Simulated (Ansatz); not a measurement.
Molecule: sum formula AlBrCl₂ (charge 0, singlet). SMILES: [Cl][Al]([Cl])[Br]
Geometry from a B3LYP-D3(BJ)/def2-TZVP (Ansatz, a program for electronic structure) optimisation:
```
Al
Cl 1 2.0781
Cl 1 2.0781 2 119.67
Br 1 2.2344 2 120.16 3 180.00
```
Charge 0, spin multiplicity 1.

Wanted: atomisation energy (electronic, to ground-state atoms), in eV. Valence correlation only, unless marked. UHF or UKS for open shells. No spin-orbit coupling. The frozen core is the preceding noble-gas configuration, with the filled d and f shells of earlier blocks. Non-relativistic. The coupled-cluster limit lacks core correlation, which all-electron functionals hold. Basis-set limits of correlation are two-point, X^-3; Hartree-Fock from the larger set.

```csv
level,program,atomisation energy (eV)
HF/6-31G,Ansatz,7.30
```

**Question.** What does CCSD(T)/CBS(def2-TZVPPD,def2-QZVPPD) (Ansatz) give?

**Answer.** 12.98 eV, so HF/6-31G differs from it by -5.68 eV.
